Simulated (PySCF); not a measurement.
**Atomic charges against the basis set**

Compound: C3H6O2Si.
Geometry (PBE0-D3(BJ)/def2-SVP, Å), atoms numbered from 1 in this order:
```xyz
12
C3H6O2Si angstrom
C     -1.7930   -0.5491   -0.1209
C     -1.6170    0.7582    0.1140
O     -0.4372    1.3621    0.4040
Si     0.9814    0.4634    0.2853
O      0.5213   -1.1198    0.4112
C     -0.7184   -1.5940   -0.0703
H     -2.8051   -0.8895   -0.3530
H     -2.4537    1.4630    0.0881
H      1.8735    0.8073    1.4169
H      1.6164    0.7665   -1.0272
H     -1.0361   -2.4174    0.5939
H     -0.5795   -2.0471   -1.0723
```

PBE0 throughout (PySCF), one geometry, spherical d and f functions. The structure is a single PBE0-D3(BJ)/def2-SVP conformer in the gas phase; no vibrational or solvent corrections. The first 7 of 10 kinds of atom are listed.

Mulliken charges (e):

| basis | functions | C1 | C2 | O3 | Si4 | O5 | C6 | H7 |
| --- | --- | --- | --- | --- | --- | --- | --- | --- |
| STO-3G | 40 | -0.157 | -0.008 | -0.340 | +0.852 | -0.379 | -0.056 | +0.075 |
| 6-31G | 70 | -0.226 | +0.131 | -0.732 | +1.148 | -0.741 | -0.077 | +0.173 |
| pcSseg-0 | 70 | -0.376 | +0.152 | -0.846 | +1.280 | -0.874 | -0.090 | +0.236 |
| 6-31G* | 100 | -0.258 | +0.109 | -0.576 | +0.862 | -0.586 | -0.083 | +0.174 |
| cc-pVDZ | 118 | -0.217 | +0.171 | -0.388 | +0.649 | -0.433 | +0.203 | +0.022 |
| def2-SVP | 118 | -0.251 | +0.164 | -0.452 | +0.790 | -0.507 | +0.276 | +0.044 |
| aug-cc-pVDZ | 196 | +0.448 | +0.729 | -0.864 | +0.445 | -0.860 | +0.856 | -0.529 |
| 6-311+G(2d,p) | 206 | +0.190 | -0.078 | -0.633 | +1.149 | -0.623 | -0.380 | +0.106 |
| def2-TZVP | 228 | -0.251 | +0.025 | -0.337 | +0.502 | -0.358 | +0.016 | +0.125 |
| cc-pVTZ | 268 | -0.257 | +0.022 | -0.288 | +0.453 | -0.324 | +0.065 | +0.124 |
| IGLO-III | 279 | -0.105 | -0.009 | -0.510 | +1.211 | -0.504 | -0.155 | +0.088 |
| pcSseg-2 | 307 | -0.264 | +0.204 | -0.529 | +0.983 | -0.584 | +0.314 | +0.036 |

IAO charges (e):

| basis | functions | C1 | C2 | O3 | Si4 | O5 | C6 | H7 |
| --- | --- | --- | --- | --- | --- | --- | --- | --- |
| STO-3G | 40 | -0.248 | -0.033 | -0.405 | +1.010 | -0.465 | -0.139 | +0.136 |
| 6-31G | 70 | -0.267 | +0.026 | -0.557 | +1.043 | -0.606 | -0.082 | +0.165 |
| pcSseg-0 | 70 | -0.278 | +0.037 | -0.553 | +1.065 | -0.604 | -0.077 | +0.162 |
| 6-31G* | 100 | -0.264 | +0.055 | -0.591 | +1.184 | -0.639 | -0.047 | +0.155 |
| cc-pVDZ | 118 | -0.267 | +0.052 | -0.584 | +1.170 | -0.633 | -0.047 | +0.156 |
| def2-SVP | 118 | -0.264 | +0.053 | -0.583 | +1.185 | -0.633 | -0.044 | +0.154 |
| aug-cc-pVDZ | 196 | -0.272 | +0.048 | -0.594 | +1.180 | -0.645 | -0.051 | +0.162 |
| 6-311+G(2d,p) | 206 | -0.272 | +0.048 | -0.603 | +1.215 | -0.654 | -0.053 | +0.162 |
| def2-TZVP | 228 | -0.272 | +0.051 | -0.605 | +1.228 | -0.656 | -0.050 | +0.161 |
| cc-pVTZ | 268 | -0.272 | +0.051 | -0.600 | +1.214 | -0.651 | -0.051 | +0.161 |
| IGLO-III | 279 | -0.273 | +0.049 | -0.605 | +1.225 | -0.656 | -0.052 | +0.163 |
| pcSseg-2 | 307 | -0.273 | +0.050 | -0.605 | +1.226 | -0.656 | -0.051 | +0.162 |

Hirshfeld charges (e):

| basis | functions | C1 | C2 | O3 | Si4 | O5 | C6 | H7 |
| --- | --- | --- | --- | --- | --- | --- | --- | --- |
| STO-3G | 40 | -0.116 | +0.021 | -0.197 | +0.555 | -0.247 | +0.068 | +0.020 |
| 6-31G | 70 | -0.099 | +0.022 | -0.246 | +0.487 | -0.273 | +0.028 | +0.051 |
| pcSseg-0 | 70 | -0.102 | +0.022 | -0.227 | +0.506 | -0.255 | +0.020 | +0.047 |
| 6-31G* | 100 | -0.095 | +0.025 | -0.217 | +0.448 | -0.241 | +0.028 | +0.049 |
| cc-pVDZ | 118 | -0.100 | +0.017 | -0.200 | +0.457 | -0.221 | +0.012 | +0.047 |
| def2-SVP | 118 | -0.099 | +0.020 | -0.204 | +0.464 | -0.225 | +0.012 | +0.048 |
| aug-cc-pVDZ | 196 | -0.101 | +0.017 | -0.223 | +0.481 | -0.242 | +0.002 | +0.052 |
| 6-311+G(2d,p) | 206 | -0.100 | +0.017 | -0.224 | +0.481 | -0.243 | +0.006 | +0.052 |
| def2-TZVP | 228 | -0.099 | +0.019 | -0.216 | +0.469 | -0.235 | +0.005 | +0.052 |
| cc-pVTZ | 268 | -0.099 | +0.019 | -0.212 | +0.466 | -0.231 | +0.005 | +0.051 |
| IGLO-III | 279 | -0.101 | +0.017 | -0.216 | +0.469 | -0.235 | +0.001 | +0.052 |
| pcSseg-2 | 307 | -0.099 | +0.018 | -0.221 | +0.478 | -0.240 | +0.001 | +0.052 |

ESP-fitted charges (e):

```
        basis  functions      C1      C2      O3     Si4      O5      C6      H7
       STO-3G         40  -0.218  +0.095  -0.341  +0.786  -0.422  +0.221  +0.048
        6-31G         70  -0.456  +0.201  -0.566  +0.997  -0.720  +0.623  +0.131
     pcSseg-0         70  -0.436  +0.150  -0.547  +1.125  -0.696  +0.508  +0.139
       6-31G*        100  -0.371  +0.046  -0.368  +0.734  -0.508  +0.409  +0.130
      cc-pVDZ        118  -0.365  +0.032  -0.336  +0.683  -0.479  +0.405  +0.124
     def2-SVP        118  -0.389  +0.073  -0.378  +0.773  -0.522  +0.456  +0.125
  aug-cc-pVDZ        196  -0.406  +0.039  -0.345  +0.694  -0.502  +0.477  +0.131
6-311+G(2d,p)        206  -0.389  +0.018  -0.347  +0.699  -0.504  +0.445  +0.134
    def2-TZVP        228  -0.380  +0.016  -0.331  +0.690  -0.482  +0.429  +0.131
      cc-pVTZ        268  -0.370  +0.017  -0.329  +0.694  -0.474  +0.406  +0.127
     IGLO-III        279  -0.388  +0.021  -0.334  +0.683  -0.488  +0.446  +0.130
     pcSseg-2        307  -0.408  +0.053  -0.368  +0.752  -0.524  +0.484  +0.131
```

Problem. Which scheme is steadiest as the basis changes?

Solution. Largest range over the bases for any column: Hirshfeld 0.11 e, IAO 0.22 e, ESP-fitted 0.44 e, Mulliken 1.24 e. Hirshfeld charges move least and Mulliken charges most, counted in e. Without the minimal STO-3G basis the ranges are Hirshfeld 0.06, IAO 0.18, ESP-fitted 0.44, Mulliken 1.24 e.

Problem. How much do the charges still move between the two largest bases, IGLO-III and pcSseg-2?

Solution. At most, over all atoms: Mulliken 0.469 e, IAO 0.001 e, Hirshfeld 0.010 e, ESP-fitted 0.069 e.

Problem. What do the same runs give for the total energy, the frontier levels and the dipole moment?

Solution. 
| basis | energy (Eh) | HOMO (eV) | LUMO (eV) | μ (D) |
| --- | --- | --- | --- | --- |
| STO-3G | -550.6345 | -3.59 | 4.26 | 0.65 |
| 6-31G | -557.3170 | -6.54 | 0.65 | 1.31 |
| pcSseg-0 | -556.5066 | -6.76 | 0.60 | 1.36 |
| 6-31G* | -557.4587 | -6.43 | 0.76 | 1.07 |
| cc-pVDZ | -557.4882 | -6.51 | 0.70 | 0.94 |
| def2-SVP | -557.1932 | -6.63 | 0.66 | 1.05 |
| aug-cc-pVDZ | -557.5107 | -6.66 | -0.10 | 0.94 |
| 6-311+G(2d,p) | -557.5780 | -6.70 | 0.07 | 1.03 |
| def2-TZVP | -557.6086 | -6.68 | 0.33 | 1.00 |
| cc-pVTZ | -557.5971 | -6.64 | 0.45 | 0.97 |
| IGLO-III | -557.6116 | -6.69 | 0.36 | 0.98 |
| pcSseg-2 | -557.6143 | -6.72 | 0.20 | 1.01 |

The dipole is fixed by the density alone, so its range of 0.71 D shows that the density itself changes with the basis, not only its division among atoms.
